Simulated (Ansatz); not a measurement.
Li5Al⁺, 6 atoms. Hardware: 4 threads of Arm Neoverse V2 on a shared host.

Correlated methods freeze 5 core orbitals; core or outer-core shells of Li are correlated, in sets that lack core-valence functions.

Q: How many basis functions does each of these Ansatz runs have, and roughly what does it cost? PBE0-D4/def2-TZVP, charge 1 doublet, energy and forces, from earlier orbitals; HF/def2-TZVP, charge 1 doublet, energy, from earlier orbitals; PBE0-D4/def2-TZVP, charge 0 singlet at the geometry of the charge 1 doublet, energy; CCSD(T)/def2-TZVPP, charge 1 doublet, energy, from earlier orbitals; PBE-D4/def2-TZVP, charge 1 doublet, energy, from earlier orbitals; RPA@PBE/def2-TZVP, charge 1 doublet, energy, from earlier orbitals; PBE0-D4/def2-TZVP, charge 0 triplet at the geometry of the charge 1 doublet, energy; r2SCAN-D4/def2-TZVP, charge 1 doublet, energy, from earlier orbitals; CAM-B3LYP-D4/def2-TZVP, charge 1 doublet, energy, from earlier orbitals; ωB97M-V/def2-TZVP, charge 1 doublet, energy, from earlier orbitals; r2SCAN-D4/def2-TZVP, charge 1 doublet, relaxation, 9 steps; MP2/def2-TZVP, charge 1 doublet, energy, from earlier orbitals.

A: Other jobs shared the machine, so times can vary by a factor of up to 3. A dash marks memory too small to be measured apart from the calling script's.

| run | functions | fitting or Cholesky vectors | wall time | peak host memory (GiB) |
| --- | --- | --- | --- | --- |
| MP2/def2-TZVP, charge 1 doublet, energy, from earlier orbitals | 107 | 986 | 0.6 s | – |
| HF/def2-TZVP, charge 1 doublet, energy, from earlier orbitals | 107 | 1062 | 0.8 s | – |
| PBE0-D4/def2-TZVP, charge 0 singlet at the geometry of the charge 1 doublet, energy | 107 | 924 | 0.9 s | – |
| PBE-D4/def2-TZVP, charge 1 doublet, energy, from earlier orbitals | 107 | 904 | 1.4 s | – |
| RPA@PBE/def2-TZVP, charge 1 doublet, energy, from earlier orbitals | 107 | 986 | 1.9 s | – |
| CAM-B3LYP-D4/def2-TZVP, charge 1 doublet, energy, from earlier orbitals | 107 | 904 | 1.9 s | – |
| PBE0-D4/def2-TZVP, charge 0 triplet at the geometry of the charge 1 doublet, energy | 107 | 924 | 2.1 s | – |
| r2SCAN-D4/def2-TZVP, charge 1 doublet, energy, from earlier orbitals | 107 | 904 | 3.3 s | – |
| PBE0-D4/def2-TZVP, charge 1 doublet, energy and forces, from earlier orbitals | 107 | 924 | 3.4 s | – |
| ωB97M-V/def2-TZVP, charge 1 doublet, energy, from earlier orbitals | 107 | 904 | 6 s | – |
| CCSD(T)/def2-TZVPP, charge 1 doublet, energy, from earlier orbitals | 137 | 996 | 21 s | 1.8 |
| r2SCAN-D4/def2-TZVP, charge 1 doublet, relaxation, 9 steps | 107 | 904 | 42 s | – |
